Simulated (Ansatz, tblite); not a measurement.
Spin states of the cluster Ta₂P₂ (the lowest singlet isomer of a short search), each relaxed with PBE0-D4/def2-SVP in Ansatz. Electronic energies in the gas phase.

In the def2 sets Ta takes a core potential; there is no spin–orbit coupling. The xTB rows come from tblite. B3LYP takes the VWN-RPA correlation. Correlated methods freeze 10 core orbitals; core or outer-core shells of Ta are correlated, in sets that lack core-valence functions. The structure comes from a short search, and lower isomers may exist.

Singlet geometry (C2v within 0.1 Å):

```xyz
4

Ta   -0.058    0.200    1.427
Ta   -1.363    0.040   -0.469
P     0.620   -1.310   -0.315
P     0.801    1.070   -0.643
```

Triplet geometry (Cs within 0.1 Å):

```xyz
4

Ta    0.8678   -0.8745   -0.7668
Ta   -0.5671   -0.7936    1.1850
P    -1.0421    0.5123   -0.8514
P     0.7414    1.1558    0.4332
```

Quintet geometry (C2v within 0.1 Å):

```xyz
4

Ta   -0.6502   -1.1777    0.7548
Ta    0.4655    1.0643    1.0150
P    -0.8953    0.5564   -0.9560
P     1.0801   -0.4429   -0.8138
```

⟨S²⟩: triplet 2.05 at PBE0-D4/def2-TZVP (pure 2.00), quintet 6.08 at PBE0-D4/def2-TZVP (pure 6.00).

Run but left out: HF/def2-TZVP, MP2/def2-TZVP (singlet: restricted singlet, unstable towards broken spin symmetry); B2PLYP/def2-TZVP (singlet: restricted singlet, unstable in another Hartree–Fock run and untested here).

Only these spin states were relaxed.

Problem. Estimate which spin state lies lowest at each of these levels, and by how much: GFN1-xTB; GFN2-xTB; LDA (SPW92)/def2-TZVP; r2SCANh-D4/def2-TZVP; B3LYP-D4/def2-TZVP; PBE0-D4/def2-TZVP; CAM-B3LYP-D4/def2-TZVP; RPA@PBE/def2-TZVP.

Solution. 
```tsv
level	triplet − singlet (kJ/mol)	quintet − singlet (kJ/mol)	lowest of these
GFN1-xTB	-54.9	-24.2	triplet
GFN2-xTB	-133.7	-179.1	quintet
LDA (SPW92)/def2-TZVP	60.3	162.7	singlet
r2SCANh-D4/def2-TZVP	54.1	114.1	singlet
B3LYP-D4/def2-TZVP	60.7	142.5	singlet
PBE0-D4/def2-TZVP	57.2	126.0	singlet
CAM-B3LYP-D4/def2-TZVP	61.3	135.9	singlet
RPA@PBE/def2-TZVP	46.4	134.0	singlet
```

The xTB methods have no spin-polarisation term.
